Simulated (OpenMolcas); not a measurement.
Co3+: ligand-field states by method

Co3+ with 6 ligands (fluoride) in octahedral coordination (Oh) at 1.92 Å. A charge of +0.5 e stands 2.8 Å behind each ligand. Ligand basis ANO-RCC-VDZP.

| Quantity | Value |
| --- | --- |
| Program | OpenMolcas |
| Basis | ANO-RCC-VTZP [6s5p3d2f1g] |
| Scalar Hamiltonian | DKH2, point nucleus |
| Active space | 6 electrons in 5 orbitals (3d) |
| State averaging | 2S+1 = 5 even, 5 roots; 2S+1 = 3 even, 45 roots; 2S+1 = 1 even, 50 roots |
| Spin-orbit coupling | RASSI with atomic mean-field integrals over the reference wave functions |

I. CASSCF
II. SS-CASPT2, IPEA 0.25 Eh, imaginary shift 0.1 Eh (closed shells correlated: 3s 3p and the ligand valence shells)

Spin-free states (labels of O, the rotations of Oh) in cm-1, each column counted from its own energy of the first state listed:

| State | Degeneracy | I | II |
| --- | --- | --- | --- |
| 5T2 | 3 | 0 | 0 |
| 5E | 2 | 9894 | 12760 |
| 3T1 | 3 | 16090 | 8310 |
| 1A1 | 1 | 18766 | 5520 |
| 3T2 | 3 | 20423 | 11330 |
| 3T1 | 3 | 24716 | 19180 |
| 1T1 | 3 | 26752 | 15690 |
| 3T2 | 3 | 27103 | 19230 |
| 3E | 2 | 28999 | 22750 |
| 3T1 | 3 | 29074 | 21780 |
| 1T2 | 3 | 33968 | 22760 |
| 3T2 | 3 | 34024 | 26200 |
| 3A2 | 1 | 35050 | 29080 |
| 3E | 2 | 36246 | 32150 |
| 3T1 | 3 | 36249 | 33180 |
| 1E | 2 | 37082 | 27450 |
| 1A1 | 1 | 38492 | 27330 |
| 1T2 | 3 | 39762 | 28610 |
| 3A1 | 1 | 40283 | 36280 |
| 3T2 | 3 | 41532 | 34260 |

From I to II, I's first state of the same spin (5E) moves from 9894 to 12760 cm-1, by about +2900 cm-1.

From I to II, I's first state of another spin (3T1) moves from 16090 to 8310 cm-1, by about -7800 cm-1. In II another state of that kind comes below it.

I: A least-squares ligand-field fit to the states below 45000 cm-1, each weighted by its degeneracy and with a free common offset, gives 10Dq = 10334 cm-1, B = 1237 cm-1 and C = 4672 cm-1 (C/B = 3.78), with an rms deviation of 180 cm-1. The same method and metal basis give the free ion B = 1344 cm-1 (fit to its terms below 60000 cm-1, rms deviation 32 cm-1), so the nephelauxetic ratio is β = 1237 / 1344 = 0.92; it hangs on how both fits weigh the states, and computed free-ion B values tend to be too large, so β mixes covalency with correlation.

χT at 300 K: I 4.18, II 4.15 cm3 K/mol.

Roots that are degenerate in the reference are averaged as groups; the widest CASPT2 spread within a group is 680 cm-1 (the 2-fold group of multiplicity 1 near 74200 cm-1 above the lowest state of its run, II). Shifts and gaps below about the spread of the groups concerned are not significant. Over all roots computed the reference weight is 0.67 to 0.72 in II; the roots of lowest weight are the least certain, and an intruder state may touch them. An orbital triplet at a regular site is open to Jahn-Teller coupling, which can distort the site and quench the lowest spin-orbit gaps and is left out. Ligand-to-metal charge-transfer states are missing. With no ligand orbital active B as a rule stays too high, so bands that hang on it stand too high and its fall with covalency is understated. Without dynamic correlation the repulsion within the d shell is too large (B by tens of per cent), so at a given field states of lower spin stand too high (holds for I). CASSCF with metal d orbitals alone favours high spin, so a ground state of lower spin is not ruled out (holds for I). With metal d orbitals alone and no dynamic correlation the field as a rule comes out too small, by tens of per cent, by up to half for chloride and softer ligands, and with too little covalency χT stands high (holds for I). This shell can be high or low spin here, a state of another spin lies low, and with metal d orbitals alone active their balance is uncertain, so the ground spin may be wrong (holds for II). A single d shell leaves out the double-shell effect, which counts most for late 3d ions, where the CASPT2 field can be off either way by tens of per cent (holds for II). These CASPT2 states fit no ligand-field parameters well, so their order and spin gaps are uncertain (holds for II). With one d shell and no ligand orbital active, 10Dq can be off by a tenth or more (holds for II). No measured value stands beside these numbers; the geometry was imposed, not optimised, and the real ion may take another.
